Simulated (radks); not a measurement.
Task: The mean radii <r> (bohr) of the occupied orbitals of an atom or ion are listed with their occupations. Method: scalar-relativistic Kohn-Sham, SCAN, spin-polarised, spherical densities, finite nucleus; meta-GGA in the generalised Kohn-Sham scheme; Fermi nuclear charge, rms radius of each element as measured or else 0.836 A^(1/3) + 0.57 fm; computed with a radial shooting solver on a logarithmic mesh with Libxc functionals.

| orbital | occ. | <r> |
|---|---|---|
| 1s up | 1 | 0.04861 |
| 1s down | 1 | 0.04861 |
| 2s down | 1 | 0.2175 |
| 2s up | 1 | 0.2175 |
| 2p up | 3 | 0.1907 |
| 2p down | 3 | 0.1907 |
| 3s up | 1 | 0.6509 |
| 3s down | 1 | 0.6508 |
| 3p up | 3 | 0.6791 |
| 3p down | 3 | 0.6779 |
| 3d up | 5 | 0.8107 |
| 3d down | 5 | 0.7926 |
| 4s up | 1 | 2.188 |
| 4p up | 1 | 2.734 |
| 5p up | 1 | 9.162 |

Name the element and its charge. Open shells, if any, are filled with parallel spins first.

Result: Z = 31, gallium, charge 0: Ga in [Ar] 3d10 4s1 4p1 5p1. The 1s radius gives Z: for a bare nucleus <r> = (2 gamma + 1)/(2Z) with gamma = sqrt(1 - (Z/c)^2), 0.04755 bohr for Z = 31, and screening makes it slightly larger (0.04861 here). The occupations add up to 31, and the charge is Z minus that.
